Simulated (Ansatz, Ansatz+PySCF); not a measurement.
```xyz
2

Si    0.0000    0.0000    0.0000
C     0.0000    0.0000    1.6321
```

Basis set: def2-SVP (spherical functions). Left uncorrelated: 6 orbitals. Correlation on ROHF uses semicanonical orbitals with singles. Charge 0, multiplicity 3.

Computed with Ansatz (development build ahead of 0.2.0); each method stands on the lowest determinant of its kind that the runs found.

The atomization energy at this shape (free ground-state atoms in the same class of orbitals less the molecule, no zero-point energy) of triplet SiC:

```json
{"method": "ROHF-CCSD(T)", "atomization energy": "3.80 eV"}
{"method": "UHF-CCSD(T)", "atomization energy": "3.77 eV"}
{"method": "ROHF-MP2", "atomization energy": "3.75 eV"}
{"method": "UHF-MP2", "atomization energy": "3.46 eV"}
{"method": "UHF", "atomization energy": "2.43 eV"}
```

Q: What does ROHF give?

A: 2.21 eV. Caution: the shape is not the minimum. Caution for UHF-CCSD(T), UHF-MP2, UHF: the unrestricted determinant is spin contaminated.
